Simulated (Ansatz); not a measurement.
CH3AlO2S, SMILES `O[CH]1[S][Al]1[OH]`. Charge 0, multiplicity 1.

Z-matrix (Å, degrees):
```
C
S 1 1.996
Al 1 1.913 2 65.2
O 1 1.376 2 114.6 3 114.6
H 1 1.090 2 105.0 3 -120.3
O 3 1.678 1 149.7 2 178.8
H 4 0.964 1 109.7 2 77.4
H 6 0.955 3 125.7 1 -175.9
```

Problem. Give the diagnostics of a CCSD(T)/def2-TZVPP run (frozen core, Ansatz 0.2.0). (An estimate is asked.)

Solution. Computed: T1 = 0.0142, largest single amplitude 0.023, largest double 0.024, (T) share of the correlation energy 4.2 %, 10 CCSD cycles. The RHF solution is stable towards an unrestricted one. T1 lies under the customary mark of 0.02 for closed shells.
